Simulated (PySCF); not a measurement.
CH$_{9}$Ge$_{2}$N, Ge$_{2}$H$_{9}$NSi, CH$_{5}$AlGeN, CH$_{8}$AlGeN and others (calculated)

Calculation on a computer-drawn molecule: the log of a Hartree-Fock and frozen-core CCSD(T) single point meant for a local Hartree-Fock minimum, with one planted fault or none, to be diagnosed. Offsets are logged minus clean, where the clean run is the same molecule without the fault. The reference is restricted for singlets and unrestricted otherwise, and also for a bond in bohr or an excited solution. Adding or removing an electron swaps singlet and doublet. The excited solution moves the top pair (singlet) or top alpha electron (doublet) to the lowest empty orbital. Highest occupied and lowest empty are orbital energies over both spins, largest force is the largest gradient component, triples share is (T) over the correlation energy, the T1 limit is 0.02 restricted and 0.045 unrestricted, electrons count all cores, a negative frequency is imaginary (commonest isotopes), and the dipole is about the centre of nuclear charge; on germanium a core potential holds 10 electrons, which the energies leave out, and 3d is frozen in MP2 and coupled-cluster steps. Program: PySCF 2.14.0.

Common to all runs: meant multiplicity 1; meant basis and core potential on germanium cc-pVDZ-PP ECP10MDF; logged SCF converged yes; possible faults no fault, one electron removed, one electron added, multiplicity raised by two, geometry at a saddle point, SCF held on an excited solution, minimal basis STO-3G, one bond length entered in bohr, all coordinates scaled.

```json
{"entry": 1, "formula": "CH9Ge2N", "logged_structure": {"atoms_angstrom": [["Ge", -1.2724, 1.4449, -0.1637], ["C", -0.3492, 0.7815, -1.7816], ["N", 0.3511, -0.4826, -1.5603], ["Ge", 1.9914, -0.5501, -0.7137], ["H", -0.2792, 1.7256, 0.9713], ["H", -1.9974, 2.7566, -0.5027], ["H", -2.2958, 0.4116, 0.3169], ["H", 0.2892, 1.5789, -2.186], ["H", -1.1394, 0.6222, -2.5198], ["H", 0.3714, -1.0266, -2.4048], ["H", 1.8004, -0.3822, 0.7932], ["H", 2.5735, -1.9294, -1.0288], ["H", 2.9438, 0.5484, -1.2184]]}, "given": {"meant_charge": 0, "meant_basis": "cc-pVDZ", "logged_electrons": 86, "logged_basis_functions": 119, "logged_spin_squared": 0.0, "logged_highest_occupied [eV]": -9.7056, "logged_lowest_empty [eV]": 3.8027, "logged_largest_force [hartree/bohr]": 1.6223e-05, "logged_lowest_frequency [cm^-1]": 26.817, "logged_T1_diagnostic": 0.010535, "logged_D1_diagnostic": 0.029245, "logged_triples_share": 0.026601, "logged_CC_converged": "yes", "logged_dipole_magnitude [debye]": 1.4063, "logged_SCF_stable_within_its_kind": "yes", "logged_energy_HF [hartree]": -684.28255, "logged_energy_CCSD(T) [hartree]": -684.88352, "drawn_bonds_atom": [1, 2, 3, 1, 1, 1, 2, 2, 3, 4, 4, 4], "drawn_bonds_other_atom": [2, 3, 4, 5, 6, 7, 8, 9, 10, 11, 12, 13], "drawn_bonds_order": [1, 1, 1, 1, 1, 1, 1, 1, 1, 1, 1, 1]}, "results": {"planted_fault": "no fault", "HF_energy_offset_from_clean_run [kcal/mol]": 0.0, "CCSD(T)_energy_offset_from_clean_run [kcal/mol]": 0.0}}
{"entry": 2, "formula": "Ge2H9NSi", "logged_structure": {"atoms_angstrom": [["Ge", 2.0498, 0.7382, 0.4216], ["N", 0.3023, 1.1488, -0.0117], ["Si", -1.1773, 0.2793, 0.209], ["Ge", -0.9121, -2.089, -0.1256], ["H", 2.9538, 1.6219, -0.4396], ["H", 2.2754, -0.7407, 0.1108], ["H", 2.3481, 0.9987, 1.9036], ["H", 0.1741, 2.1276, -0.2083], ["H", -2.1694, 0.7867, -0.7709], ["H", -1.779, 0.4644, 1.557], ["H", -0.0441, -2.7358, 0.9628], ["H", -2.296, -2.753, -0.0744], ["H", -0.2796, -2.4046, -1.4872]]}, "given": {"meant_charge": 0, "meant_basis": "cc-pV(D+d)Z", "logged_electrons": 94, "logged_basis_functions": 128, "logged_spin_squared": 2.0123, "logged_highest_occupied [eV]": -3.0805, "logged_lowest_empty [eV]": -0.3545, "logged_largest_force [hartree/bohr]": 0.079081, "logged_T1_diagnostic": 0.028376, "logged_D1_diagnostic": 0.17567, "logged_triples_share": 0.030068, "logged_CC_converged": "yes", "logged_dipole_magnitude [debye]": 1.4784, "logged_SCF_stable_within_its_kind": "yes", "logged_energy_HF [hartree]": -935.19608, "logged_energy_CCSD(T) [hartree]": -935.74948, "drawn_bonds_atom": [1, 2, 3, 1, 1, 1, 2, 3, 3, 4, 4, 4], "drawn_bonds_other_atom": [2, 3, 4, 5, 6, 7, 8, 9, 10, 11, 12, 13], "drawn_bonds_order": [1, 1, 1, 1, 1, 1, 1, 1, 1, 1, 1, 1]}, "results": {"planted_fault": "multiplicity raised by two", "HF_energy_offset_from_clean_run [kcal/mol]": 126.8, "CCSD(T)_energy_offset_from_clean_run [kcal/mol]": 130.2}}
{"entry": 3, "formula": "Ge2H9NSi", "logged_structure": {"atoms_angstrom": [["Ge", 2.0498, 0.7382, 0.4216], ["N", 0.3023, 1.1488, -0.0117], ["Si", -1.1773, 0.2793, 0.209], ["Ge", -0.9121, -2.089, -0.1256], ["H", 2.9538, 1.6219, -0.4396], ["H", 2.2754, -0.7407, 0.1108], ["H", 2.3481, 0.9987, 1.9036], ["H", 0.1741, 2.1276, -0.2083], ["H", -2.1694, 0.7867, -0.7709], ["H", -1.779, 0.4644, 1.557], ["H", -0.0441, -2.7358, 0.9628], ["H", -2.296, -2.753, -0.0744], ["H", -0.2796, -2.4046, -1.4872]]}, "given": {"meant_charge": 0, "meant_basis": "cc-pV(D+d)Z", "logged_electrons": 94, "logged_basis_functions": 128, "logged_spin_squared": 0.0, "logged_highest_occupied [eV]": -10.127, "logged_lowest_empty [eV]": 3.1865, "logged_largest_force [hartree/bohr]": 1.7483e-05, "logged_lowest_frequency [cm^-1]": 27.296, "logged_T1_diagnostic": 0.011599, "logged_D1_diagnostic": 0.028653, "logged_triples_share": 0.025407, "logged_CC_converged": "yes", "logged_dipole_magnitude [debye]": 1.5356, "logged_SCF_stable_within_its_kind": "yes", "logged_energy_HF [hartree]": -935.39821, "logged_energy_CCSD(T) [hartree]": -935.95699, "drawn_bonds_atom": [1, 2, 3, 1, 1, 1, 2, 3, 3, 4, 4, 4], "drawn_bonds_other_atom": [2, 3, 4, 5, 6, 7, 8, 9, 10, 11, 12, 13], "drawn_bonds_order": [1, 1, 1, 1, 1, 1, 1, 1, 1, 1, 1, 1]}, "results": {"planted_fault": "no fault", "HF_energy_offset_from_clean_run [kcal/mol]": 0.0, "CCSD(T)_energy_offset_from_clean_run [kcal/mol]": 0.0}}
{"entry": 4, "formula": "CH5AlGeN", "logged_structure": {"atoms_angstrom": [["N", -1.9586, 0.4252, 0.5564], ["Al", -0.2674, 0.1912, 0.3532], ["C", 1.531, -0.1018, 0.1461], ["Ge", 2.4016, -1.6572, 0.3382], ["H", -2.6472, 0.3514, -0.1733], ["H", -2.4105, 0.6807, 1.4183], ["H", 2.1497, 0.7523, -0.1227], ["H", 1.0047, -4.0572, 1.0426], ["H", 3.8953, -1.7829, 0.1417]]}, "given": {"meant_charge": 1, "meant_basis": "cc-pV(D+d)Z", "logged_electrons": 62, "logged_basis_functions": 99, "logged_spin_squared": 0.9233, "logged_highest_occupied [eV]": -13.533, "logged_lowest_empty [eV]": -3.8204, "logged_largest_force [hartree/bohr]": 0.0091849, "logged_T1_diagnostic": 0.036731, "logged_D1_diagnostic": 0.14177, "logged_triples_share": 0.038315, "logged_CC_converged": "yes", "logged_dipole_magnitude [debye]": 4.0164, "logged_SCF_stable_within_its_kind": "yes", "logged_energy_HF [hartree]": -630.17863, "logged_energy_CCSD(T) [hartree]": -630.66013, "drawn_bonds_atom": [1, 2, 3, 1, 1, 3, 4, 4], "drawn_bonds_other_atom": [2, 3, 4, 5, 6, 7, 8, 9], "drawn_bonds_order": [1, 1, 2, 1, 1, 1, 1, 1]}, "results": {"planted_fault": "one bond length entered in bohr, row 7 of the drawn bonds", "HF_energy_offset_from_clean_run [kcal/mol]": 64.32, "CCSD(T)_energy_offset_from_clean_run [kcal/mol]": 74.15}}
{"entry": 5, "formula": "CH8AlGeN", "logged_structure": {"atoms_angstrom": [["N", 0.7884, 1.5331, 2.5357], ["Al", 1.1397, 1.8105, 0.8279], ["C", 0.7181, 0.4351, -0.5054], ["Ge", 2.2199, -0.6518, -1.1593], ["H", 0.9938, 2.1815, 3.2731], ["H", 0.3667, 0.7104, 2.9246], ["H", 1.8026, 3.1901, 0.4315], ["H", 0.2797, 0.9152, -1.3894], ["H", -0.0321, -0.2618, -0.1138], ["H", 3.31, 0.2411, -1.7724], ["H", 2.8526, -1.4454, -0.0046], ["H", 1.7598, -1.6512, -2.2305]]}, "given": {"meant_charge": 0, "meant_basis": "cc-pV(D+d)Z", "logged_electrons": 66, "logged_basis_functions": 114, "logged_spin_squared": 0.0, "logged_highest_occupied [eV]": -2.419, "logged_lowest_empty [eV]": -5.4421, "logged_largest_force [hartree/bohr]": 0.082672, "logged_CC_converged": "no", "logged_dipole_magnitude [debye]": 4.0163, "logged_SCF_stable_within_its_kind": "no", "logged_energy_HF [hartree]": -631.70672, "drawn_bonds_atom": [1, 2, 3, 1, 1, 2, 3, 3, 4, 4, 4], "drawn_bonds_other_atom": [2, 3, 4, 5, 6, 7, 8, 9, 10, 11, 12], "drawn_bonds_order": [1, 1, 1, 1, 1, 1, 1, 1, 1, 1, 1]}, "results": {"planted_fault": "SCF held on an excited solution", "HF_energy_offset_from_clean_run [kcal/mol]": 377.4}, "notes": ["CCSD not converged"]}
{"entry": 6, "formula": "CH6AlGeN", "logged_structure": {"atoms_angstrom": [["N", 0.7717, 3.6871, 1.9402], ["Al", 0.217, 2.8731, 0.5687], ["C", -0.2528, 1.1006, 0.6227], ["Ge", -0.8097, 0.2656, -0.7407], ["H", 1.0273, 4.6098, 1.9598], ["H", 0.8806, 3.3079, 2.8127], ["H", 0.117, 3.6551, -0.7212], ["H", -0.2005, 0.5249, 1.4867], ["H", -0.9557, 0.8889, -2.0455], ["H", -1.1959, -1.1389, -0.7572]]}, "given": {"meant_charge": 0, "meant_basis": "cc-pV(D+d)Z", "logged_electrons": 64, "logged_basis_functions": 104, "logged_spin_squared": 0.0, "logged_highest_occupied [eV]": -8.7031, "logged_lowest_empty [eV]": 1.8425, "logged_largest_force [hartree/bohr]": 0.049362, "logged_T1_diagnostic": 0.013532, "logged_D1_diagnostic": 0.042925, "logged_triples_share": 0.029647, "logged_CC_converged": "yes", "logged_dipole_magnitude [debye]": 1.1385, "logged_SCF_stable_within_its_kind": "yes", "logged_energy_HF [hartree]": -631.07267, "logged_energy_CCSD(T) [hartree]": -631.59831, "drawn_bonds_atom": [1, 2, 3, 1, 1, 2, 3, 4, 4], "drawn_bonds_other_atom": [2, 3, 4, 5, 6, 7, 8, 9, 10], "drawn_bonds_order": [1, 1, 2, 1, 1, 1, 1, 1, 1]}, "results": {"planted_fault": "all coordinates scaled, by -4.5 %", "HF_energy_offset_from_clean_run [kcal/mol]": 14.07, "CCSD(T)_energy_offset_from_clean_run [kcal/mol]": 19.84}}
{"entry": 7, "formula": "CH6AlGeN", "logged_structure": {"atoms_angstrom": [["N", 0.808, 3.8609, 2.0316], ["Al", 0.2272, 3.0085, 0.5955], ["C", -0.2647, 1.1524, 0.652], ["Ge", -0.8478, 0.2781, -0.7756], ["H", 1.0757, 4.827, 2.0521], ["H", 0.9221, 3.4638, 2.9452], ["H", 0.1225, 3.8273, -0.7551], ["H", -0.2099, 0.5496, 1.5568], ["H", -1.0007, 0.9308, -2.1419], ["H", -1.2523, -1.1926, -0.7929]]}, "given": {"meant_charge": 0, "meant_basis": "cc-pV(D+d)Z", "logged_electrons": 64, "logged_basis_functions": 104, "logged_spin_squared": 2.0242, "logged_highest_occupied [eV]": -6.0434, "logged_lowest_empty [eV]": 0.20736, "logged_largest_force [hartree/bohr]": 0.092748, "logged_T1_diagnostic": 0.014701, "logged_D1_diagnostic": 0.059199, "logged_triples_share": 0.025143, "logged_CC_converged": "yes", "logged_dipole_magnitude [debye]": 2.5323, "logged_SCF_stable_within_its_kind": "yes", "logged_energy_HF [hartree]": -631.03189, "logged_energy_CCSD(T) [hartree]": -631.528, "drawn_bonds_atom": [1, 2, 3, 1, 1, 2, 3, 4, 4], "drawn_bonds_other_atom": [2, 3, 4, 5, 6, 7, 8, 9, 10], "drawn_bonds_order": [1, 1, 2, 1, 1, 1, 1, 1, 1]}, "results": {"planted_fault": "multiplicity raised by two", "HF_energy_offset_from_clean_run [kcal/mol]": 39.66, "CCSD(T)_energy_offset_from_clean_run [kcal/mol]": 63.96}}
{"entry": 8, "formula": "AlClGeH5N", "logged_structure": {"atoms_angstrom": [["N", -0.0873, 2.8683, 2.1958], ["Al", -0.4485, 2.6132, 0.4975], ["Ge", -0.5867, 0.227, -0.251], ["Cl", 0.1638, -2.0909, 3.1527], ["H", 0.0022, 3.7575, 2.6514], ["H", 0.0621, 2.1293, 2.8589], ["H", -0.6686, 3.8326, -0.4771], ["H", -1.9506, -0.2651, -0.7476], ["H", 0.4624, -0.2431, -1.2646]]}, "given": {"meant_charge": 0, "meant_basis": "cc-pV(D+d)Z", "logged_electrons": 74, "logged_basis_functions": 108, "logged_spin_squared": 0.9819, "logged_highest_occupied [eV]": -8.069, "logged_lowest_empty [eV]": -0.83389, "logged_largest_force [hartree/bohr]": 0.0049241, "logged_T1_diagnostic": 0.024668, "logged_D1_diagnostic": 0.14397, "logged_triples_share": 0.021817, "logged_CC_converged": "yes", "logged_dipole_magnitude [debye]": 1.9915, "logged_SCF_stable_within_its_kind": "yes", "logged_energy_HF [hartree]": -1052.14664, "logged_energy_CCSD(T) [hartree]": -1052.65374, "drawn_bonds_atom": [1, 2, 3, 1, 1, 2, 3, 3], "drawn_bonds_other_atom": [2, 3, 4, 5, 6, 7, 8, 9], "drawn_bonds_order": [1, 1, 1, 1, 1, 1, 1, 1]}, "results": {"planted_fault": "one bond length entered in bohr, row 3 of the drawn bonds", "HF_energy_offset_from_clean_run [kcal/mol]": 65.5, "CCSD(T)_energy_offset_from_clean_run [kcal/mol]": 81.42}}
```
